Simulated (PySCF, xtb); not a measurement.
F3S, SMILES F[S](F)F (connectivity only; charge and spin as stated), charge -1, multiplicity 1.

Harmonic wavenumbers (cm⁻¹) from xtb with GFN2-xTB at its own minimum, in rising order: 213, 273, 295, 438, 540, 637.

Problem. What does B3LYP-D3(BJ)/def2-SVPD (PySCF 2.14.0) give at its own minimum? (The exact figures need the calculation; the answer reports its results.)

Solution. 243, 286, 335, 420, 474, 717. Paired by order, the mean absolute difference is 41 cm⁻¹ and the zero-point energies are 3.4 and 3.5 kcal/mol.
